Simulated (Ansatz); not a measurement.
Ansatz (a first-principles code) input:

Ansatz 0.2 input:
```yaml
crystal:
  periodic: [false, false, false]
  atoms:
    - {symbol: C, position_ang: [0.05719976, -0.03873735, 0.58722222]}
    - {symbol: Br, position_ang: [0.89197257, 1.36575570, -0.04781967]}
    - {symbol: Br, position_ang: [-0.90177825, -1.35911502, -0.05284699]}
basis:
  gaussian:
    orbitals: cc-pVDZ
total_charge: 1
magnetization: {spin_polarized: true, initial_magnetization: 1}
correlation: {method: ccsd_t, electrons: outside_noble_gas}
```

**Question.** Predict the final energy.

**Answer.** -5182.60181 Eh (CCSD(T)/cc-pVDZ). The basis has 68 functions.
